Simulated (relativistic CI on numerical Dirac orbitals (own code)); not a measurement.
# Level scheme of Mn XXV

Calculated at this level of theory: Dirac equation for one electron, model QED (radiative potential, 1s self-energy scaled to tabulated hydrogen-like ionisation energies) (own radial code, finite nucleus).

Configuration list: 1s, 2s, 2p, 3s, 3p, 3d, 4s, 4p, 4d, 4f, 5s, 5p, 5d, 5f, 5g, 6s, 6p, 6d. Levels of other configurations are missing.

The lowest level is 1s ²S1/2, with 100 % of that term; Hund's rules for 1s give ²S with J = 1/2, in agreement.

```csv
No.,Configuration,Term,J,E (10³ cm⁻¹),%,Landé g,Lifetime (s)
1,1s,²S,1/2,0.0,100,1.980,
2,2p,²P°,1/2,51809.7,100,0.660,4.07e-15
3,2s,²S,1/2,51813.7,100,1.997,
4,2p,²P°,3/2,51955.7,100,1.330,4.12e-15
5,3p,²P°,1/2,61452.5,100,0.663,1.35e-14
6,3s,²S,1/2,61453.7,100,2.000,3.80e-13
7,3d,²D,3/2,61495.7,100,0.798,3.89e-14
8,3p,²P°,3/2,61495.8,100,1.332,1.35e-14
9,3d,²D,5/2,61509.9,100,1.199,3.94e-14
10,4p,²P°,1/2,64821.5,100,0.664,3.16e-14
11,4s,²S,1/2,64822.0,100,2.001,5.46e-13
12,4d,²D,3/2,64839.8,100,0.798,9.06e-14
13,4p,²P°,3/2,64839.8,100,1.333,3.16e-14
14,4f,²F°,5/2,64845.7,100,0.856,1.84e-13
15,4d,²D,5/2,64845.8,100,1.199,9.18e-14
16,4f,²F°,7/2,64848.7,100,1.142,1.85e-13
17,5p,²P°,1/2,66378.4,100,0.665,6.13e-14
18,5s,²S,1/2,66378.6,100,2.001,8.52e-13
19,5d,²D,3/2,66387.7,100,0.799,1.74e-13
20,5p,²P°,3/2,66387.7,100,1.333,6.10e-14
21,5f,²F°,5/2,66390.8,100,0.856,3.56e-13
22,5d,²D,5/2,66390.8,100,1.200,1.77e-13
23,5g,²G,7/2,66392.3,100,0.888,5.99e-13
24,5f,²F°,7/2,66392.3,100,1.143,3.58e-13
25,5g,²G,9/2,66393.2,100,1.111,6.00e-13
26,6p,²P°,1/2,67223.0,100,0.665,1.05e-13
27,6s,²S,1/2,67223.2,100,2.002,1.30e-12
28,6d,²D,3/2,67228.4,100,0.799,2.98e-13
29,6p,²P°,3/2,67228.4,100,1.334,1.05e-13
30,6d,²D,5/2,67230.2,100,1.200,3.02e-13
```

Energies count from the lowest computed level; ° marks odd parity; lifetimes are radiative, by E1, M1, E2, M2 decay to levels of this space only; some are left blank where a channel outside the calculation adds to the decay or the decay crosses a small, uncertain gap.
